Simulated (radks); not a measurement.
The numbers below are computed, except where a source is named.
Q: These are the eigenvalues of the occupied orbitals of an atom or ion with whole-number occupations (Ry). Level of theory: scalar-relativistic Kohn-Sham, BLYP, spin-unpolarised, spherical densities, point nucleus (a radial shooting solver on a logarithmic mesh with Libxc functionals).

| orbital | eigenvalue |
|---|---|
| 1s | -416.0204 |
| 2s | -64.65921 |
| 2p | -57.54054 |
| 3s | -21.77114 |

Which element is it, and in what charge state? The configuration may be excited.

A: Z = 23, vanadium, charge +11: V11+ in [Ne] 3s2. The list shows which subshells hold electrons but not how many an open one holds; the 1s level, -208.01 hartree, gives Z - s = 20.4 by -(Z - s)^2/2, which with screening and relativity narrows Z to a few neighbours, and the depths of the outer levels then fix element, charge and occupations together.
